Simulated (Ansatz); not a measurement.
`C[O][Sn][Br]` at its PBE0-D4/def2-TZVP geometry, where that method's forces vanish. Charge 0, multiplicity 1. Sn takes the def2 core potential.

| atom | x (Å) | y (Å) | z (Å) |
| --- | --- | --- | --- |
| C1 | 0.1135 | 0.2694 | 0.8615 |
| O2 | -1.0591 | 0.0473 | 0.1210 |
| Sn3 | -1.3730 | -0.5283 | -1.7235 |
| Br4 | 1.0412 | -0.7906 | -2.4876 |
| H5 | 0.1208 | -0.3837 | 1.7406 |
| H6 | 1.0208 | 0.0783 | 0.2784 |
| H7 | 0.1358 | 1.3076 | 1.2095 |

Question: For each bond, give half the difference of the two atoms' forces along it (eV/Å; positive pushes the atoms apart) under PBE-D4, r2SCAN-D4, B3LYP-D4, ωB97M-V in def2-TZVPP. (Estimate.)

Answer: Ansatz gave: 
```
   bond  length (Å)  PBE-D4  r2SCAN-D4  B3LYP-D4  ωB97M-V
  C1–O2       1.405    0.16       0.25      0.23     0.36
  C1–H5       1.095    0.09      -0.06     -0.10    -0.13
  C1–H6       1.095    0.06      -0.08     -0.10    -0.11
  C1–H7       1.095    0.09      -0.06     -0.10    -0.12
 O2–Sn3       1.958    0.44       0.06      0.21    -0.18
Sn3–Br4       2.546    0.20       0.03      0.26    -0.06
```

B3LYP here is the variant with VWN-RPA as its local correlation; programs differ in this.
